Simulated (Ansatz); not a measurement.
Consider the cleavage of the Al–Zn bond: `[NH2][Zn][AlH][Cl]` + `N[SiH3]` → `[SiH3][NH][AlH][Cl]` + `[NH2][ZnH]`.

Computed with Ansatz on PBE0-D4/def2-TZVP structures; ΔE is electronic, products minus reactants. CCSD(T)/CBS adds triple-zeta CCSD(T) − MP2 to the extrapolated MP2 energy (def2 sets, frozen cores). This one scheme is used for every species. DFT in def2-TZVPP. For Zn outer-core shells are correlated without core-valence functions, which leaves a few kJ/mol of doubt a bond. Scalar relativity is left out up to krypton. Each species was taken in one conformer, which may not be the lowest.

`[NH2][Zn][AlH][Cl]`:

```xyz
7

N     0.169   -1.359   -1.738
Zn    0.062   -0.306   -0.256
Al    0.001    1.162    1.703
Cl   -0.790    3.104    1.421
H     0.354   -2.349   -1.704
H    -0.262   -1.123   -2.617
H     0.466    0.871    3.192
```

`N[SiH3]`:

Cartesian coordinates in Å:
```
N -1.045 -0.078 0.200
Si 0.618 0.137 -0.186
H -1.371 0.125 1.131
H -1.550 -0.858 -0.191
H 1.024 1.486 0.286
H 1.562 -0.849 0.420
H 0.761 0.037 -1.661
```

`[SiH3][NH][AlH][Cl]`:

Cartesian coordinates in Å:
```
Si -1.099 0.849 -0.319
N 0.365 -0.047 -0.552
Al 1.312 -1.071 0.539
Cl 0.652 -1.332 2.507
H -0.892 2.303 -0.567
H -2.171 0.391 -1.246
H -1.541 0.647 1.081
H 0.748 0.031 -1.486
H 2.627 -1.772 0.043
```

`[NH2][ZnH]`:

```xyz
5

N     0.343    0.063    0.759
Zn   -0.511    0.114   -0.844
H     1.338    0.226    0.805
H     0.101   -0.644    1.437
H    -1.271    0.242   -2.157
```

CCSD(T)/CBS gives -70.3 kJ/mol.

**Question.** Another level gave -70.6 kJ/mol. Which?
A. RPA@PBE/def2-TZVPP
B. PBE/def2-TZVPP
C. CAM-B3LYP/def2-TZVPP
D. PBE-D4/def2-TZVPP

**Answer.** C. CAM-B3LYP -70.6, PBE-D4 -57.2, PBE -52.3, RPA@PBE/def2-TZVPP -76.7 kJ/mol.

**Question.** What do rigid-rotor, harmonic-oscillator terms from PBE0-D4/def2-TZVP frequencies (298.15 K, 1 bar) make of the CCSD(T)/CBS value? (An estimate is asked.)

**Answer.** The calculation gave: ΔZPE = -7.1 kJ/mol, ΔH = -80.3 kJ/mol, ΔS = -26 J/(mol·K), ΔG = -72.6 kJ/mol.

Largest T1 diagnostic among the species: 0.016.

From BLYP to BHLYP (50 % exact exchange), in def2-TZVPP and without D4, ΔE moves by −8.9 kJ/mol. At CCSD(T), def2-SVP lies −6.2 kJ/mol from the extrapolated value and def2-TZVPP −4.5 kJ/mol. Leaving LDA and LC-ωPBE aside and taking each functional with its dispersion term where it has one, the values, not all of them listed here, spread over 19.3 kJ/mol, from B97M-V to PBE-D4. LDA lies −11.0 kJ/mol from PBE without D4.
